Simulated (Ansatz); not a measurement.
Total energies of Si(vinyl)3Br (C₆H₉BrSi) from Ansatz at PBE-D4/def2-TZVP, gas phase (1 Eh = 27.2114 eV = 2625.5 kJ/mol). The reference geometry is relaxed at r2SCAN-D4/def2-SVP.

```csv
state,geometry,energy (Eh)
charge 0 singlet,reference,-3096.95170
charge 1 doublet,reference,-3096.61979
free Si atom (triplet),–,-289.22285
free C atom (triplet),–,-37.79597
free H atom (doublet),–,-0.49962
free Br atom (doublet),–,-2573.72072
```

**Question.** Work out the vertical ionisation energy to the doublet.

**Answer.** E(charge 1 doublet) − E(charge 0 singlet) = -3096.61979 − (-3096.95170) = 0.33191 Eh = 9.03 eV. For comparison, −ε of the highest occupied level is 6.67 eV at this level, 2.36 eV less.

**Question.** What is the binding energy per atom against free atoms?

**Answer.** Atoms: 1 × (-289.22285) + 6 × (-37.79597) + 9 × (-0.49962) + 1 × (-2573.72072) = -3094.21597 Eh. Binding: -3094.21597 − (-3096.95170) = 2.73573 Eh = 74.44 eV, or 4.38 eV for each of 17 atoms (no zero-point energy, no counterpoise term).

At PBE-D4/def2-TZVP the gap within one spin of the charge 1 doublet nearly closes, so an electron or hole may be smeared out by delocalisation error.
